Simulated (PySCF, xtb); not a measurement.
BH6N, SMILES [BH3-][NH3+] (connectivity only; charge and spin as stated), charge +1, multiplicity 2.

Harmonic wavenumbers (cm⁻¹) from GFN2-xTB in xtb at its own minimum, in rising order: 189, 207, 687, 718, 832, 833, 961, 1090, 1161, 1350, 1443, 1452, 2135, 2276, 2671, 3292, 3312, 3327.

**Question.** What does B3LYP-D3(BJ)/def2-TZVP (PySCF) give at its own minimum? (An estimate is asked for; the answer gives what the named calculation found.)

**Answer.** 169, 632, 667, 796, 869, 971, 1022, 1027, 1214, 1480, 1644, 1653, 1984, 2193, 2784, 3375, 3427, 3464. Paired by order, the mean absolute difference is 117 cm⁻¹ and the zero-point energies are 39.9 and 42.0 kcal/mol.
